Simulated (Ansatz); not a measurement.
C2H2O, SMILES C1=CO1.

Geometry optimised at PBE0-D3(BJ)/def2-TZVP.

Two levels are set side by side: PBE/def2-TZVPD (Ansatz, a quantum-chemistry and plane-wave program) and PBE0/def2-TZVPD (Ansatz). Energy differences of separate SCF runs at the same geometry; the states with an electron removed or added have multiplicity 2 and 2. Differences are taken from unrounded values.

```json
[
 {"quantity": "vertical ionisation energy (eV)", "PBE0": "8.61"},
 {"quantity": "vertical singlet–triplet gap (eV)", "PBE0": "2.48"}
]
```

Question: What does PBE give, and how far is it from PBE0? (An estimate is asked for; the answer gives what the named calculation found.)

Answer: 
```csv
quantity,PBE,PBE minus PBE0
vertical ionisation energy (eV),8.58,-0.03
vertical singlet–triplet gap (eV),2.53,0.05
```

On these quantities the two levels nearly agree.
